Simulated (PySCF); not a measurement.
Isomers of C4H7B, mass 66.064 u with the commonest isotopes. Level of theory: PBE0-D3(BJ)/def2-SVP geometry optimisation, gas phase (PySCF 2.14.0). One conformer each, none proved a minimum here; rigid rotors.

Question: Order these by rotational constant C, smallest first.
A. `C#CB(C)C` (BMe2(CCH))
B. `[BH2:1][C@@H:2]1[CH2:3][C:4]1=[CH2:5]` with H–B1–C2–C3 -175° and 8°
C. `C(#CC)BC`

Answer: C (1821 MHz), A (2465 MHz), B (3534 MHz).

Question: Order these by radius of gyration √(Σ m r²/M), largest first.
A. `C#CB(C)C` (BMe2(CCH))
B. `[BH2:1][C@@H:2]1[CH2:3][C:4]1=[CH2:5]` with H–B1–C2–C3 -175° and 8°
C. `CBC#CC`

Answer: C (2.061 Å), A (1.775 Å), B (1.530 Å).

Question: Order these by rotational constant B, largest first.
A. `CBC#CC`
B. `[BH2:1][C@@H:2]1[CH2:3][C:4]1=[CH2:5]` with H–B1–C2–C3 -175° and 8°
C. BMe2(CCH) (`CB(C#C)C`)

Answer: B (4757 MHz), C (3501 MHz), A (1913 MHz).

| SMILES | point group | Ia (u·Å²) | Ib (u·Å²) | Ic (u·Å²) | κ | μa (D) | μb (D) | μc (D) |
| --- | --- | --- | --- | --- | --- | --- | --- | --- |
| B[C@@H]1CC1=C | C1 | 60.19 | 106.23 | 143.00 | -0.50 | 0.75 | 0.80 | 0.39 |
| CBC#CC | near Cs | 19.53 | 264.22 | 277.50 | -0.99 | 1.39 | 0.82 | 0.01 |
| C#CB(C)C | C2 | 66.87 | 144.36 | 205.05 | -0.59 | 0.01 | 0.00 | 0.00 |
